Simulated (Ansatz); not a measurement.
**One elementary step**

Start structure (GeH5SeF, closed shell), relaxed at PBE0-D4/def2-TZVP:

Ge1  (-0.495, -0.245, -1.326)
F2  (0.281, -1.465, -0.340)
H3  (0.445, 0.964, -1.335)
H4  (-1.845, 0.048, -0.666)
H5  (-0.641, -0.887, -2.712)
H6  (0.535, -0.505, 1.802)
Se7  (0.203, 0.766, 2.459)
H8  (1.516, 1.324, 2.118)
(Å)

The step: GeH₃F ([F][GeH3]) + H₂Se → GeH₄Se ([GeH3][SeH]) + HF; bonds formed: Ge1–Se7, F2–H6; bonds broken: Ge1–F2, H6–Se7. Computed with Ansatz 0.2.0 (basis: def2-TZVPP and def2-QZVPP); correlated methods freeze the cores. Filled d shells of the heavier atoms are correlated. The def2 sets are not built for correlating such inner shells, so the correlated values are less sure here. Extrapolation: Hartree–Fock as exp(−7.88 √X), correlation as X^−2.97. Energies below are by CCSD(T) at an estimated basis limit (MP2 extrapolated from triple and quadruple zeta, plus CCSD(T) − MP2 in triple zeta).

Question: What are the electronic barrier and the energy of the step, from the start structure to the end structure? (Judge from chemistry; the value comes from the calculation.)

Answer: Computed: Barrier 1.400 eV; step energy -0.201 eV (downhill); reverse barrier, their difference, 1.601 eV. Barrier and step energy count from the start structure, the reverse barrier from the end structure.

The saddle point: One imaginary mode of 508i cm⁻¹.
```tsv
pair	start (Å)	saddle (Å)	end (Å)
Ge1–Se7	3.98	2.79	2.38
F2–H6	2.36	1.11	0.94
Ge1–F2	1.75	2.04	3.70
H6–Se7	1.47	1.78	2.33
```

Zero-point energy (harmonic, PBE0-D4): ZPE is 1.099 eV at the start and 1.083 eV at the saddle, so the barrier goes from 1.400 to 1.384 eV.

T1 diagnostic: at most 0.012.

Exchanges of this kind with a chalcogen hydride build sulfide and selenide films.

Labels in which every atom is bracketed show which atoms are joined, not bond orders.

For scale, one of the runs: CCSD(T)/def2-TZVPP, 197 basis functions (an equivalent command: `ansatz run in.yaml --threads 4`). The run took 85 s on 4 CPU threads (shared host), with 2.5 GiB of host memory at its peak.
